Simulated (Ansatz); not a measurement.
Total energies of GaGe18H28, a doped nanocrystal cut from the lattice of germanium (Ga on an inner site) from Ansatz at PBE0-D4/def2-TZVP, gas phase (1 Eh = 27.2114 eV = 2625.5 kJ/mol). The reference geometry is relaxed at PBE-D4/def2-SVP.

```xyz
47

Ge    1.971   -1.912   -3.404
Ge   -0.661   -3.630    2.359
Ge    3.459    0.885   -0.967
Ge    1.401   -0.513    3.679
Ge    2.220    1.869   -4.661
Ge   -1.336    0.262   -3.749
Ge    0.320    3.345   -1.591
Ga    0.144   -0.642   -0.130
Ge   -3.421   -1.102    0.943
Ge   -1.609    2.089    2.619
Ge   -2.402   -1.024    4.827
Ge    3.294    0.143   -3.296
Ge    1.018   -1.956    1.737
Ge   -0.221   -1.455   -2.404
Ge   -2.745   -2.455    2.869
Ge    1.260    1.641   -0.109
Ge   -0.663    0.631    4.343
Ge   -0.023    2.331   -3.792
Ge   -1.849    0.777    0.569
H     2.699   -3.033   -2.603
H     1.862   -2.372   -4.890
H    -0.231   -4.471    3.600
H    -0.900   -4.610    1.171
H     3.947   -0.278   -0.052
H     4.466    2.069   -0.822
H     1.890   -1.340    4.908
H     2.500    0.545    3.362
H     2.143    1.368   -6.133
H     3.071    3.174   -4.643
H    -1.513   -0.207   -5.226
H    -2.755    0.562   -3.182
H     1.344    4.512   -1.729
H    -0.987    3.931   -0.985
H    -3.445   -1.963   -0.356
H    -4.848   -0.500    1.149
H    -0.747    3.357    2.359
H    -3.022    2.561    3.080
H    -1.986   -1.917    6.034
H    -3.730   -0.300    5.202
H     4.745   -0.110   -3.812
H     2.349   -2.704    1.404
H    -1.067   -2.767   -2.468
H    -3.895   -3.472    3.154
H     1.454    2.180    1.344
H    -0.404    1.480    5.627
H    -0.719    3.376   -4.720
H    -2.383    1.645   -0.615
```

```
                 state   geometry   energy (Eh)
      charge 0 doublet  reference  -39323.26664
      charge 1 singlet  reference  -39323.00469
     charge -1 singlet  reference  -39323.38946
free Ge atom (triplet)          –   -2076.65516
free Ga atom (doublet)          –   -1924.55212
 free H atom (doublet)          –      -0.50104
```

Single mean-field runs in def2-TZVP are fitted with def2-universal-jkfit.

Other spin states of the ions weren't run at this level and may lie lower.

Question: Work out the vertical ionisation energy to the singlet.

Answer: E(charge 1 singlet) − E(charge 0 doublet) = -39323.00469 − (-39323.26664) = 0.26195 Eh = 7.13 eV. For comparison, −ε of the highest occupied level of the spin that leaves is 6.09 eV at this level, 1.04 eV less.

Question: Work out the vertical electron affinity, to the singlet.

Answer: E(charge 0 doublet) − E(charge -1 singlet) = -39323.26664 − (-39323.38946) = 0.12282 Eh = 3.34 eV. The basis lacks diffuse functions, which makes affinities too small.

Question: Give the fundamental gap IE − EA, the Mulliken electronegativity (IE + EA)/2 and the hardness (IE − EA)/2.

Answer: From the values in Eh: IE − EA = 0.26195 − 0.12282 = 0.13913 Eh = 3.79 eV; (IE + EA)/2 = 5.24 eV; (IE − EA)/2 = 1.89 eV.

Question: What is the binding energy per atom against free atoms?

Answer: Atoms: 18 × (-2076.65516) + 1 × (-1924.55212) + 28 × (-0.50104) = -39318.37412 Eh. Binding: -39318.37412 − (-39323.26664) = 4.89252 Eh = 133.13 eV, or 2.83 eV for each of 47 atoms (no zero-point energy, no counterpoise term).
